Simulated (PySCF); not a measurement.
Estimate the missing entries of this data sheet.

C₃H₆N₂OS₂Si.
Cartesian coordinates in Å at the GFN2-xTB level; atoms count from 1:
```xyz
15
C3H6N2OS2Si angstrom
Si     2.8688   -0.4893    0.0385
S      2.2226    1.2812    1.0991
C      0.4859    1.1979    0.6155
O      0.1669   -0.1667    0.4413
C     -1.1085   -0.4455    0.2088
N     -2.0540    0.5244    0.1656
C     -3.2007   -0.0240   -0.0706
S     -3.0857   -1.7322   -0.2377
N     -1.4776   -1.6864    0.0156
H      4.3143   -0.3368    0.0976
H      2.3993   -1.6684    0.7443
H      2.3674   -0.3703   -1.3239
H      0.3357    1.7498   -0.3187
H     -0.1222    1.6509    1.4030
H     -4.1167    0.5234   -0.1521
```

```tsv
property	level	value
point group of the GFN2-xTB geometry	GFN2-xTB	C1
rotational constants A, B, C of the GFN2-xTB geometry	GFN2-xTB	?
dipole moment	CAM-B3LYP/def2-SVPD	3.18 D
HOMO energy	CAM-B3LYP/def2-SVPD	?
LUMO energy	CAM-B3LYP/def2-SVPD	?
lowest singlet excitation	TDDFT CAM-B3LYP/def2-SVPD	?
lowest triplet excitation (Tamm–Dancoff)	TDA CAM-B3LYP/def2-SVPD	?
static isotropic polarisability	CAM-B3LYP/def2-SVPD	116.3 au
electronic spatial extent ⟨r²⟩ about the centre of nuclear charge	CAM-B3LYP/def2-SVPD	?
13C chemical shifts (computed TMS as zero) by class	GIAO PBE0/pcSseg-1	?
1H chemical shifts (computed TMS as zero) by class	GIAO PBE0/pcSseg-1	9.30 (H15), 5.56 (H13/H14), 4.76 (H10/H11/H12) ppm
isotropic shieldings of nuclei other than C and H, by class	GIAO PBE0/pcSseg-1	-47 (N6), 15 (N9), 195 (O4), 409 (Si1), 87 (S8), 658 (S2) ppm
```

Gas-phase values; electronic properties from PySCF, density fitting. The structure is a single GFN2-xTB conformer in the gas phase; no vibrational or solvent corrections. NMR classes are plain means over equivalent atoms (diastereotopic ones count apart unless rotation or inversion swaps them), as if these changed places fast; in this geometry the members of some classes differ.

Question: What is the lowest singlet excitation?

Answer: 5.36 eV (231 nm, f = 0.105).

Question: What is the HOMO energy?

Answer: -8.25 eV.

Question: What is the electronic spatial extent ⟨r²⟩ about the centre of nuclear charge?

Answer: 2466 bohr².

Question: What are the rotational constants A, B, C of the GFN2-xTB geometry?

Answer: 2.914, 0.475, 0.417 GHz.

Question: Give the 13C chemical shifts (computed TMS as zero) by class.

Answer: 180.9 (C7), 175.5 (C5), 72.2 (C3) ppm.

Question: What is the LUMO energy?

Answer: -0.50 eV.

Question: The lowest triplet excitation (Tamm–Dancoff)?

Answer: 3.71 eV.

The polarisability is 17.23 Å³ as a volume (1 au = 0.148185 Å³), or 1.26 au for each of the 92 electrons. No computed singlet falls in the visible range (750 to 380 nm, 1.65 to 3.26 eV); S1 lies 2.10 eV above its blue end. The largest Löwdin shares of the HOMO are 0.69 on S2, 0.10 on C3 and 0.09 on Si1. The dipole matches unit charges of opposite sign 0.66 Å apart (1 e·Å = 4.8032 D). The vertical singlet–triplet gap S1 − T1 is 1.65 eV (TDDFT singlet less Tamm–Dancoff triplet; S1: HOMO−1→LUMO, weight 0.90; T1: HOMO−1→LUMO, weight 0.91). The principal polarisabilities are 83.4, 115.8 and 149.7 au; their mean is the isotropic value.
